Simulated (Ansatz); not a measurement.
C24H20B, that is tetraphenylborate with one electron fewer. The state is a doublet with charge 0. Geometry PBE-D4/def2-SVP, that of the charge -1 singlet; atoms count from 1.

```xyz
45

C    -0.6728    2.3379    3.8002
C     0.5597    2.4032    3.1298
C     0.7471    1.7041    1.9262
C    -0.2734    0.9204    1.3360
B     0.0002    0.0001    0.0004
C     0.5636   -1.4095    0.6338
C     1.9350   -1.6028    0.9273
C     2.4125   -2.7552    1.5726
C     1.5209   -3.7693    1.9592
C     0.1510   -3.6025    1.6975
C    -0.3087   -2.4434    1.0512
C     1.0580    0.6965   -1.0493
C     1.0993    2.0970   -1.2512
C     1.9153    2.6944   -2.2258
C     2.7280    1.8995   -3.0507
C     2.6995    0.5047   -2.8876
C     1.8773   -0.0754   -1.9078
C    -1.3477   -0.2070   -0.9195
C    -1.5368   -1.3582   -1.7214
C    -2.6255   -1.4958   -2.5978
C    -3.5765   -0.4683   -2.7100
C    -3.4107    0.6947   -1.9400
C    -2.3158    0.8151   -1.0688
C    -1.4969    0.8639    2.0458
C    -1.7022    1.5564    3.2504
H    -0.8276    2.8859    4.7444
H     1.3840    3.0040    3.5506
H     1.7265    1.7632    1.4230
H     2.6531   -0.8163    0.6416
H     3.4912   -2.8632    1.7779
H     1.8890   -4.6776    2.4643
H    -0.5666   -4.3833    2.0020
H    -1.3897   -2.3308    0.8649
H     0.4635    2.7413   -0.6215
H     1.9163    3.7913   -2.3447
H     3.3727    2.3617   -3.8164
H     3.3234   -0.1377   -3.5322
H     1.8653   -1.1731   -1.8047
H    -0.7985   -2.1747   -1.6572
H    -2.7328   -2.4133   -3.2013
H    -4.4349   -0.5704   -3.3943
H    -4.1417    1.5173   -2.0211
H    -2.2021    1.7413   -0.4814
H    -2.3170    0.2495    1.6385
H    -2.6745    1.4845    3.7669
```

Single mean-field runs in def2-TZVP are fitted with def2-universal-jkfit.

Q: Estimate the Mulliken populations of the heavy atoms from the PBE0/def2-TZVP orbitals of Ansatz.

A: 
```tsv
atom	charge (e)	spin (α − β)
C1	-0.10	0.11
C2	-0.13	-0.04
C3	-0.18	0.06
C4	0.08	0.10
B5	0.01	-0.01
C6	0.08	0.10
C7	-0.19	0.04
C8	-0.12	-0.01
C9	-0.10	0.11
C10	-0.13	-0.04
C11	-0.18	0.06
C12	0.08	0.10
C13	-0.18	0.06
C14	-0.13	-0.04
C15	-0.10	0.11
C16	-0.12	-0.01
C17	-0.18	0.04
C18	0.08	0.10
C19	-0.18	0.06
C20	-0.13	-0.04
C21	-0.10	0.11
C22	-0.12	-0.01
C23	-0.18	0.04
C24	-0.19	0.04
C25	-0.12	-0.01
```
Mulliken values depend strongly on the basis.

Q: Where does the spin sit?

A: Summed by element: C 1.04, B -0.01, H -0.03, of 1 unpaired in all. Largest on single atoms: C15 0.11, C21 0.11, C1 0.11.

Q: And the Mayer bond orders between heavy atoms (over 0.3)?

A: C1–C2 1.40 (1.40 Å); C1–C25 1.37 (1.40 Å); C2–C3 1.42 (1.40 Å); C3–C4 1.32 (1.42 Å); C4–B5 0.85 (1.64 Å); C4–C24 1.33 (1.42 Å); B5–C6 0.85 (1.64 Å); B5–C12 0.85 (1.64 Å); B5–C18 0.85 (1.64 Å); C6–C7 1.33 (1.42 Å); C6–C11 1.32 (1.42 Å); C7–C8 1.44 (1.40 Å); C8–C9 1.37 (1.40 Å); C9–C10 1.40 (1.40 Å); C10–C11 1.42 (1.40 Å); C12–C13 1.32 (1.42 Å); C12–C17 1.33 (1.42 Å); C13–C14 1.42 (1.40 Å); C14–C15 1.40 (1.40 Å); C15–C16 1.37 (1.40 Å); C16–C17 1.44 (1.40 Å); C18–C19 1.32 (1.42 Å); C18–C23 1.33 (1.42 Å); C19–C20 1.42 (1.40 Å); C20–C21 1.40 (1.40 Å); C21–C22 1.37 (1.40 Å); C22–C23 1.44 (1.40 Å); C24–C25 1.44 (1.40 Å).
